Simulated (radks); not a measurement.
Values are calculated unless marked as measured or tabulated.
Question: These are the eigenvalues of the occupied orbitals of an atom or ion with whole-number occupations (eV). Code: a radial shooting solver on a logarithmic mesh with Libxc functionals. Model: Dirac Kohn-Sham, LB94 model potential, spin-unpolarised, spherical densities, finite nucleus; Fermi nuclear charge, rms radius of each element as measured or else 0.836 A^(1/3) + 0.57 fm.

orbital  eigenvalue
1s1/2     -20902.63
2s1/2     -3798.289
2p1/2     -3581.256
2p3/2     -3472.355
3s1/2     -1298.869
3p1/2     -1220.330
3p3/2     -1197.189
3d3/2     -1074.367

Which element is it, and in what charge state? The configuration may be excited. Open shells, if any, fill j = l - 1/2 first.

Answer: Z = 42, molybdenum, charge +23: Mo23+ in [Ar] 3d1. The list shows which subshells hold electrons but not how many an open one holds; the 1s level, -768.16 hartree, gives Z - s = 39.2 by -(Z - s)^2/2, which with screening and relativity narrows Z to a few neighbours, and the depths of the outer levels then fix element, charge and occupations together.
